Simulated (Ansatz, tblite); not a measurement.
Removing and adding an electron: W6S15, a cluster. Charge 0, multiplicity 1. Geometry: PBE-D4/def2-SVP. Ansatz, gas phase; energy differences of separate SCF runs; the oxidised species was run as a doublet alone; the reduced species was run as a doublet alone.

```xyz
21

W     2.588    0.903   -2.099
W    -0.037   -0.563   -1.609
W    -2.565   -1.987   -1.179
W     1.291    0.980    0.531
W    -1.254   -0.417    1.078
W    -0.023    1.085    3.277
S     2.307   -0.919   -0.648
S     0.539    1.930   -1.604
S     2.736    0.275   -4.243
S     4.180    2.141   -1.353
S    -0.504   -2.510   -0.188
S    -2.273    0.339   -1.144
S     0.513   -0.921   -3.695
S    -4.305   -2.650    0.065
S    -2.540   -2.657   -3.222
S     0.849   -0.845    2.270
S    -0.919    2.004    1.315
S     2.577    2.205    1.807
S    -3.090   -1.285    1.888
S    -1.641    0.516    4.575
S     1.569    2.375    4.178
```

In the def2 sets W takes a core potential; there is no spin–orbit coupling. The xTB rows come from tblite. Single mean-field runs in def2-TZVP are fitted with def2-universal-jkfit. HOMO above LUMO, or a gap near zero within one spin, warns that the state may not be the lowest or that an electron is smeared out. The order of the spin states hangs on the level: the triplet lies 0.10 eV below the singlet at r2SCANh-D4/def2-TZVP, but 0.19 eV above it at PBE-D4/def2-TZVP.

Q: Estimate orbital energies and vertical ionisation energies and electron affinities at: GFN1-xTB; GFN2-xTB; PBE-D4/def2-TZVP; BLYP-D4/def2-TZVP; r2SCAN-D4/def2-TZVP; r2SCANh-D4/def2-TZVP; PBE0-D4/def2-TZVP; r2SCAN0-D4/def2-TZVP.

A: 
```csv
level,−HOMO (eV),vertical IE (eV),−LUMO (eV),vertical EA (eV),HOMO–LUMO gap (eV),IE − EA (eV),remarks
GFN1-xTB,10.54,12.21,9.63,7.93,0.90,4.28,–
GFN2-xTB,11.56,12.98,10.76,9.30,0.81,3.68,–
PBE-D4/def2-TZVP,5.73,–,4.91,3.41,0.82,–,restricted SCF unstable in HF (singlet)
BLYP-D4/def2-TZVP,5.51,–,4.68,3.22,0.83,–,restricted SCF unstable in HF (singlet)
r2SCAN-D4/def2-TZVP,5.96,7.45,5.03,3.55,0.93,3.90,"gap within one spin near zero (+1 doublet), restricted SCF unstable in HF (singlet)"
r2SCANh-D4/def2-TZVP,6.27,7.53,4.92,3.64,1.35,3.89,restricted SCF unstable in HF (singlet)
PBE0-D4/def2-TZVP,6.57,7.56,4.67,3.67,1.90,3.89,"restricted SCF unstable in HF (singlet), spin-contaminated (⟨S²⟩ 0.86) (+1 doublet)"
r2SCAN0-D4/def2-TZVP,6.73,–,4.74,3.78,1.99,–,"restricted SCF unstable in HF (singlet), spin-contaminated (⟨S²⟩ 0.87) (-1 doublet)"
```

Run but left out: PBE-D4/def2-TZVP, BLYP-D4/def2-TZVP (charge +1 doublet: an occupied level 0.01 eV above an empty one); r2SCAN0-D4/def2-TZVP (charge +1 doublet: ⟨S²⟩ 1.06, where a pure state has 0.75).   Raw xTB energy differences between charge states are shifted by several eV; the methods need an empirical correction for them. Sets without diffuse functions give affinities that are too small.
